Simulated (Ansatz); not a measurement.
`C#[C][AlH][OH]` + NH₃ → `C#[C][AlH][NH2]` + H₂O at 700 K and 1 bar (ligand exchange at the Al–O bond).

Calculated with Ansatz (gas phase, PBE0-D4/def2-TZVP geometries, no zero-point term in ΔE). CCSD(T)/CBS is the MP2 limit (def2-TZVPP, def2-QZVPP) plus CCSD(T) − MP2 in def2-TZVPP, frozen cores. This one scheme is used for every species. Each species was taken in one conformer, which may not be the lowest.

```csv
species,CCSD(T)/CBS energy (Eh),H − E (kJ/mol),S (J/(mol·K))
`C#[C][AlH][OH]`,-395.10198,164.2,399.2
NH₃,-56.50880,116.9,226.5
`C#[C][AlH][NH2]`,-375.21570,200.4,411.2
H₂O,-76.37941,80.5,218.4
```

H − E and S are ideal-gas, rigid-rotor, harmonic terms from PBE0-D4/def2-TZVP, for one conformer and one mirror image of each species. 1 Eh = 2625.50 kJ/mol, R = 8.31446 J/(mol·K).

Q: By hand: ΔE, ΔH, ΔS and ΔG.

A: ΔE = (-375.21570) + (-76.37941) − (-395.10198) − (-56.50880) = 0.01567 Eh = 41.1 kJ/mol. Δ(H − E) = 200.4 + 80.5 − 164.2 − 116.9 = -0.2, so ΔH = 40.9 kJ/mol. ΔS = 411.2 + 218.4 − 399.2 − 226.5 = 3.9 J/(mol·K). ΔG = 40.9 − 700 × (3.9)/1000 = 38.2 kJ/mol.

Q: By hand: the equilibrium constant, and the temperature at which ΔG would vanish if ΔH and ΔS stayed fixed.

A: log₁₀ K = −ΔG/(RT ln 10) = -2.9. ΔG = 0 at ΔH/ΔS = 10487 K, far beyond where these terms or the molecules hold.

The number of gas molecules stays the same, so ΔS is small and ΔH decides. A doubt of 5 kJ/mol in ΔE shifts log₁₀ K by 0.4 here. Other conformers and mirror images would add mixing entropy, several J/(mol·K) or more a flexible species. These are equilibria of isolated gas molecules and say nothing of rates. Largest T1 diagnostic: 0.014 (customary marks: 0.02 for closed shells, 0.045 for open ones).
